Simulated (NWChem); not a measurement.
System: C2F4O; SMILES C1(F)(F)OC1(F)F

**Question.** Give the equilibrium geometry at B3LYP/6-31G* (spherical d) (NWChem) as an XYZ file, with the point group.

**Answer.** point group C2v; any orientation.
```
7

F     -1.0913     1.4437    -0.2603
C      0.0000     0.7256    -0.0065
F      1.0913     1.4437    -0.2603
O      0.0000     0.0000     1.1978
C      0.0000    -0.7256    -0.0065
F      1.0913    -1.4437    -0.2603
F     -1.0913    -1.4437    -0.2603
```
